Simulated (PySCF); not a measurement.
C3H7NSi, SMILES C#C[SiH2]CN.

Geometry optimised at PBE-D3(BJ)/def2-SVP. This is a generated structure with no PubChem entry under its InChIKey; it may be hypothetical. One conformer was computed; it need not be the lowest.

Computed with PBE-D3(BJ)/def2-SVP (PySCF 2.14.0).

Frequencies are harmonic and unscaled.

Give all harmonic wavenumbers and intensities. (An estimate is asked for; the answer gives what the named calculation found.)


```tsv
mode	ν (cm⁻¹)	IR (km/mol)	moving atoms (share of kinetic energy)
1	81	0.1	N 38 %, C 32 %, H 21 %, Si 9 %
2	133	2.4	C 45 %, H 44 %
3	223	2.0	C 49 %, N 25 %, H 21 %
4	240	5.9	C 50 %, H 36 %, N 9 %
5	272	65.4	H 76 %, C 22 %
6	367	14.3	C 46 %, H 38 %, Si 13 %
7	547	49.7	H 58 %, Si 26 %, C 8 %
8	590	26.5	C 56 %, Si 25 %, H 19 %
9	650	12.7	C 38 %, H 37 %, Si 25 %
10	690	3.9	H 74 %, C 25 %
11	695	50.4	H 87 %, C 10 %
12	698	28.7	H 76 %, C 24 %
13	746	98.3	H 73 %, C 14 %
14	809	179.8	H 75 %, Si 12 %
15	872	77.1	H 73 %, C 14 %, N 8 %
16	905	92.3	H 93 %
17	1062	8.6	H 79 %, N 15 %
18	1081	3.1	H 45 %, C 35 %, N 20 %
19	1217	5.5	H 76 %, C 17 %
20	1292	0.8	H 71 %, C 21 %
21	1412	6.1	H 92 %
22	1586	15.6	H 92 %
23	2080	20.6	C 90 %, H 9 %
24	2160	102.3	H 97 %
25	2180	83.9	H 97 %
26	2857	68.5	H 94 %
27	2984	14.2	H 92 %, C 8 %
28	3390	51.1	H 86 %, C 14 %
29	3401	2.9	H 96 %
30	3481	2.3	H 92 %, N 8 %
```
